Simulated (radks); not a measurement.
The mean radii <r> (bohr) of the occupied orbitals of an atom or ion are listed with their occupations. Calculated with a radial shooting solver on a logarithmic mesh with Libxc functionals: scalar-relativistic Kohn-Sham, LDA (Slater exchange, VWN5 correlation), spin-polarised, spherical densities, finite nucleus; Fermi nuclear charge, rms radius of each element as measured or else 0.836 A^(1/3) + 0.57 fm.

orbital  occ.      <r>
1s up       1  0.02784
1s down     1  0.02784
2s up       1   0.1190
2s down     1   0.1189
2p up       3   0.1038
2p down     3   0.1038
3s up       1   0.2965
3s down     1   0.2968
3p up       3   0.2889
3p down     3   0.2892
3d up       1   0.2568

Name the element and its charge. Open shells, if any, are filled with parallel spins first.

Answer. Z = 52, tellurium, charge +33: Te33+ in [Ar] 3d1. The 1s radius gives Z: for a bare nucleus <r> = (2 gamma + 1)/(2Z) with gamma = sqrt(1 - (Z/c)^2), 0.02741 bohr for Z = 52, and screening makes it slightly larger (0.02784 here). The occupations add up to 19, and the charge is Z minus that.
